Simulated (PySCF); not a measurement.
Te⁺ (tellurium, charge +1) across methods

[Kr] 4d10 5s2 5p3, high-spin 4S determinant. All numbers are calculated (PySCF 2.14, a scalar-relativistic core potential, in aug-cc-pVQZ-PP with one added diffuse shell each of s, p, d, f, g type with ECP28MDF (8s8p6d4f3g, 117 functions)).

```
 method  E (hartree)  mean ε 5s α (eV)  mean ε 5s β (eV)  mean ε 5p α (eV)  Σ⟨r²⟩ (bohr²)   ⟨S²⟩
  wB97X    -267.6977           -29.188           -26.031           -17.909          46.79  3.751
   PBE0    -267.6750           -26.431           -23.096           -15.796          46.87  3.751
    PBE    -267.6536           -24.342           -22.145           -14.532          46.94  3.751
    LDA    -267.2562           -24.524           -22.651           -14.596          46.92  3.751
wB97X-V    -267.6386           -29.235           -25.753           -17.933          46.93  3.751
 r2SCAN    -267.7683           -25.186           -22.095           -14.998          46.72  3.751
    UHF   -266.72273           -31.755           -24.582           -18.836          47.37  3.752
 M06-2X    -267.6122           -28.433           -23.090           -16.892          46.86  3.755
```

Energies and moments cover only the electrons outside the core potential.
